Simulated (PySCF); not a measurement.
Removal energies of Pb from EOM-IP-GCCSD

Reference: closed-shell Pb, [Xe] 4f14 5d10 6s2 6p2; 6p1/2 filled at m_j = -1/2, +1/2; one electron is removed. Calculated with PySCF 2.14, two-component X2C-1e with screened spin-orbit coupling, x2c-TZVPPall-2c with one added diffuse shell each of s, p, d, f type (12s12p10d4f, 126 functions); frozen [Kr] 4d10 4f14; the 40 highest virtual spinors dropped; of the others 108 kept and the rest restored at second order. No Breit or QED terms. Binding energies in eV.

```csv
level,Koopmans,second order,EOM-CCSD,NIST
5d3/2,30.289,26.442,27.923,n/a
5d5/2,27.221,23.700,25.042,n/a
6s1/2,14.910,14.775,14.704,14.597
6p1/2,6.921,7.049,7.222,7.417
```

One-hole weights below 0.9, a sign of mixing with satellites: 6s1/2 (0.86).

In EOM-CCSD the overlap with the one-orbital guess is low for 5d3/2 (weight 0.83). That can mean mixing with two-hole, one-particle states, where second order and EOM-CCSD lose accuracy, or only a rotation among the degenerate components of the shell; the terms of those configurations are not listed.

Where second order misses EOM-CCSD by more than 1 eV, it overshoots the relaxation and correlation of that hole or particle, which higher orders damp.
